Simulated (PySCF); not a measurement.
# Bond lengths and vibrations by method: ClHO2Si

Calculated results; nothing here was measured. They come from PySCF 2.14.0, an open-source quantum chemistry program, on an isolated molecule that a program drew, which may never have been made. The molecule is ClHO2Si (charge 0, singlet), drawn as the SMILES string `O=[Si](O)Cl`.

The geometry was optimised and harmonic frequencies were computed with HF and MP2, all in the cc-pV(D+d)Z basis, for the commonest isotopes, with a restricted reference for singlets and an unrestricted one otherwise, and a frozen core in MP2. Each result is a local minimum of its method.

Geometry at the HF minimum:
```xyz
5
ClHO2Si, angstrom
O    -0.9443    0.1074   -3.4681
Si    0.4550   -0.0026   -2.9845
O     1.2859    1.1017   -2.1778
Cl    1.6386   -1.6195   -3.2522
H     2.1794    0.9430   -1.9080
```

Lengths of the bonds as drawn, in Å (atoms numbered as above):
| bond | HF | MP2 |
|---|---|---|
| O1-Si2 | 1.485 | 1.526 |
| Si2-O3 | 1.600 | 1.634 |
| Si2-Cl4 | 2.022 | 2.037 |
| O3-H5 | 0.947 | 0.968 |

Rotational constants, in GHz:
| constant | HF | MP2 |
|---|---|---|
| A | 7.738 | 7.453 |
| B | 3.798 | 3.706 |
| C | 2.547 | 2.475 |

Harmonic frequencies in cm^-1, each column in rising order, so a row needn't be the same motion in every method:
| rank | HF | MP2 |
|---|---|---|
| 1 | 275 | 257 |
| 2 | 342 | 308 |
| 3 | 375 | 332 |
| 4 | 432 | ? |
| 5 | 581 | 550 |
| 6 | 867 | 863 |
| 7 | 968 | 897 |
| 8 | 1400 | 1272 |
| 9 | 4163 | 3870 |

**Estimate the missing MP2 frequency from the HF column.**

A single factor s that minimises the squared misfit of MP2 against s times HF over the other rows is sum(HF x MP2) / sum(HF^2) = 0.9297, with an rms misfit of 24 cm^-1. For rank 4 it gives 0.9297 x 432 = 402 cm^-1. The calculation gives 401 cm^-1, 1 cm^-1 below the estimate. The drawn bonds are on average 2.0 % longer in MP2 than in HF.
